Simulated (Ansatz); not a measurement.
Molecule: AsF2, net charge 0, doublet state. It need not be the lowest isomer of its formula. 
Geometry from a B3LYP-D3(BJ)/def2-TZVP (Ansatz, a program for electronic structure) optimisation:
```
As
F 1 1.7444
F 1 1.7444 2 96.75
```
Charge 0, spin multiplicity 2.

Basis-set convergence of Hartree-Fock and CCSD correlation energies (hartree) with Ansatz. Cores are frozen in the correlated levels unless marked. Open shells are spin-unrestricted. No spin-orbit coupling. Frozen are the shells of the preceding noble gas and the d and f shells that filled before the atom's block. No relativistic terms.

```json
[
 {"basis": "cc-pVDZ", "functions": "55", "E(HF)": "-2433.07052", "E(corr, CCSD)": "-0.47405"},
 {"basis": "cc-pVTZ", "functions": "103", "E(HF)": "-2433.22736", "E(corr, CCSD)": "-0.62400"},
 {"basis": "cc-pVQZ", "functions": "178", "E(HF)": "-2433.25194", "E(corr, CCSD)": "-0.67704"}
]
```

Extrapolating the two largest sets (X = 3 and 4) as X^-3: E(corr) = (64·(-0.67704) - 27·(-0.62400))/37 = -0.7157 Eh, an estimate of the basis-set limit. The largest set recovers 94.6 % of it, the smallest 66.2 %.
